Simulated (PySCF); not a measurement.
C₂H₉NSi, SMILES CN(C)[SiH3].

Geometry: B3LYP-D3(BJ)/def2-SVP.

Two levels are set side by side: TDDFT-PBE/def2-SVPD (PySCF) and TDDFT-M06-2X/def2-SVPD (PySCF). Vertical, same geometry. The lowest singlet is HOMO→LUMO 99 % with PBE and HOMO→LUMO 73 %, HOMO→LUMO+1 20 % with the other functional; states are paired by order. Differences are taken from unrounded values.

```json
[
 {"quantity": "lowest singlet excitation (eV)", "TDDFT-M06-2X": "5.73"},
 {"quantity": "lowest triplet excitation (TDA) (eV)", "TDDFT-M06-2X": "5.56"},
 {"quantity": "first bright state (f over 0.05) (eV)", "TDDFT-M06-2X": "8.00"},
 {"quantity": "its oscillator strength", "TDDFT-M06-2X": "0.07"}
]
```

**Question.** What does TDDFT-PBE give, and how far is it from TDDFT-M06-2X? (The exact figures need the calculation; the answer reports its results.)

**Answer.** 
| quantity | TDDFT-PBE | TDDFT-PBE minus TDDFT-M06-2X |
|---|---|---|
| lowest singlet excitation (eV) | 4.74 | -1.00 |
| lowest triplet excitation (TDA) (eV) | 4.59 | -0.98 |
| first bright state (f over 0.05) (eV) | 6.95 | -1.06 |
| its oscillator strength | 0.09 | 0.02 |

Functionals without exact exchange tend to place singlet excitations lower, as here. Differences between two approximate levels are no errors against the true value.

Rough cost on one machine, each run with all the roots and properties that it gave: TDDFT-M06-2X against TDDFT-PBE about 10 times.
